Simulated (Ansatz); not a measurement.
A nudged elastic band was laid between two geometries of BrFH6NO3Ta (13 atoms, charge 0, multiplicity 1).

Theory: RKS PBE/def2-SVP (Ansatz).

| Quantity | Value |
| --- | --- |
| movable images | 7 |
| climbing image | yes |
| spring | 5.0 eV/Å² |
| optimiser | quadratic models (default) |
| start path | through a guess of the saddle point |
| force threshold | 0.05 eV/Å |
| iteration limit | 60 |
| end points | relaxed |

Image 0:

```xyz
13
Properties=species:S:1:pos:R:3
Ta -0.275 -0.227 0.035
N 1.914 0.481 0.261
H 2.431 -0.086 0.949
H 2.476 0.521 -0.601
O 0.345 -1.285 1.535
H -0.219 -1.821 2.123
O 0.122 -0.459 -1.819
H 0.350 -1.117 -2.493
O -0.721 1.486 0.412
H -0.094 2.421 0.811
F -1.956 -1.125 0.068
Br 1.161 3.486 1.325
H 1.890 1.474 0.644
```

Image 8:

```xyz
13
Properties=species:S:1:pos:R:3
Ta 0.008 0.599 0.184
N 2.285 -0.145 0.232
H 2.342 -1.170 0.142
H 2.842 0.269 -0.528
O 0.027 0.134 2.072
H -0.089 -0.738 2.487
O 0.197 0.553 -1.736
H 0.129 -0.159 -2.393
O -1.778 1.283 0.193
H -2.293 1.508 0.988
F -0.216 -1.328 -0.023
Br 1.227 2.819 0.519
H 2.741 0.123 1.114
```

Task: Which bonds break or form, and what moves?

Result: Bonds broken: H10–Br12. Bonds formed: Ta1–Br12.

Task: What energy profile does the band end with?

Result: The forces met the threshold. The highest image is number 2 of 0 to 8, 4.1 kcal/mol above the first end and 17.0 kcal/mol above the last; the last end lies 12.9 kcal/mol below the first. The profile has 2 maxima (images 2, 5) with wells between them (image 3): this band takes more than one step, which may be the mechanism or a detour left from its start path. A vibrational analysis at the climbing image gives one clearly imaginary mode, 95i cm⁻¹: a first-order saddle point. The orbitals stay closed-shell, which can raise the energy where a bond breaks towards radicals; this wasn't checked here.

```tsv
image	path coordinate (Å)	energy (kcal/mol)	H10–Br12 (Å)	Ta1–Br12 (Å)
0	0.00	0.0	1.72	4.18
1	1.29	0.2	1.75	4.06
2	2.57	4.1	2.01	3.50
3	3.99	-11.4	2.44	2.78
4	5.40	-10.6	2.66	2.71
5	6.81	-6.1	2.53	2.70
6	8.23	-8.8	2.54	2.66
7	9.63	-11.2	3.31	2.58
8	11.04	-12.9	3.79	2.56
```

Task: What is the geometry of the highest image?

Result: 
```xyz
13
Properties=species:S:1:pos:R:3:forces:R:3
Ta -0.162 -0.008 0.079 0.00 0.00 0.00
N 2.052 0.577 0.095 0.00 0.00 0.00
H 2.707 -0.145 0.424 0.00 0.00 0.00
H 2.403 0.924 -0.809 0.00 0.00 0.00
O 0.088 -0.843 1.769 0.00 0.00 0.00
H -0.009 -1.721 2.174 0.00 0.00 0.00
O 0.443 -0.919 -1.503 0.00 0.00 0.00
H -0.155 -1.465 -2.046 0.00 0.00 0.00
O -0.604 1.773 -0.262 0.00 0.00 0.00
H -0.312 2.394 0.533 0.00 0.00 0.00
F -1.875 -0.789 -0.209 0.00 0.00 0.00
Br 0.789 2.599 2.205 0.00 0.00 0.00
H 2.059 1.373 0.798 0.00 0.00 0.00
```

The run took 12 min on 4 threads of Arm Neoverse V2, on a shared host, peak memory 0.27 GiB.
